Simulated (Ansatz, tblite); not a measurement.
Spin states of Li3Cl2, each relaxed with PBE0-D4/def2-TZVP in Ansatz. Electronic energies in the gas phase.

The xTB rows come from tblite. LC-ωPBE has ω = 0.4 bohr⁻¹. HSE06 is defined as in plane-wave codes, on full-range PBE exchange. Correlated methods freeze 10 core orbitals; core or outer-core shells of Li are correlated, in sets that lack core-valence functions. In the quartet, Cl4 and Cl5 lie 2.59 Å apart (atoms count from 1), so these atoms are partly bonded to each other. The structure comes from a short search, and lower isomers may exist.

Doublet geometry (C2v within 0.1 Å):

```xyz
5

Li    1.9776   -0.1164    0.5975
Li    0.4115   -0.2406   -2.0134
Li   -1.1945    0.1787    0.7080
Cl   -1.6586    0.0052   -1.4154
Cl    0.4640    0.1731    2.1234
```

Quartet geometry:

Cartesian coordinates in Å:
```
Li -1.950 -1.313 1.026
Li -0.421 1.294 0.800
Li 0.457 -1.274 -0.813
Cl 0.190 1.005 -1.489
Cl 1.724 0.288 0.476
```

⟨S²⟩: doublet 0.75 at PBE0-D4/def2-TZVP (pure 0.75), quartet 3.75 at PBE0-D4/def2-TZVP (pure 3.75).

Only these spin states were relaxed. The quartet has other bonds than the doublet, so the gap mixes isomer and spin.

**Question.** Estimate which spin state lies lowest at each of these levels, and by how much: GFN1-xTB; GFN2-xTB; HF/STO-3G; HF/def2-TZVP; HF/def2-TZVPP; PBE-D4/def2-TZVP; r2SCAN-D4/def2-TZVP; PBE0-D4/def2-TZVP; HSE06-D4/def2-TZVP; BHLYP-D4/def2-TZVP; CAM-B3LYP-D4/def2-TZVP; LC-ωPBE/def2-TZVP; ωB97X-V/def2-TZVP; RPA@PBE/def2-TZVP; MP2/def2-TZVP; MP2/def2-TZVPP; CCSD/def2-TZVPP; CCSD(T)/def2-TZVPP.

**Answer.** 
| level | quartet − doublet (kcal/mol) | lowest of these |
| --- | --- | --- |
| GFN1-xTB | 91.2 | doublet |
| GFN2-xTB | 116.3 | doublet |
| HF/STO-3G | 129.5 | doublet |
| HF/def2-TZVP | 118.7 | doublet |
| HF/def2-TZVPP | 118.3 | doublet |
| PBE-D4/def2-TZVP | 112.3 | doublet |
| r2SCAN-D4/def2-TZVP | 115.6 | doublet |
| PBE0-D4/def2-TZVP | 117.3 | doublet |
| HSE06-D4/def2-TZVP | 117.2 | doublet |
| BHLYP-D4/def2-TZVP | 125.7 | doublet |
| CAM-B3LYP-D4/def2-TZVP | 124.9 | doublet |
| LC-ωPBE/def2-TZVP | 123.8 | doublet |
| ωB97X-V/def2-TZVP | 125.7 | doublet |
| RPA@PBE/def2-TZVP | 117.6 | doublet |
| MP2/def2-TZVP | 127.2 | doublet |
| MP2/def2-TZVPP | 127.3 | doublet |
| CCSD/def2-TZVPP | 125.8 | doublet |
| CCSD(T)/def2-TZVPP | 124.8 | doublet |

Change of the quartet − doublet gap on mixing in exact exchange, in kcal/mol: PBE to PBE0 (25 % exact exchange) 5.0. The xTB methods have no spin-polarisation term.
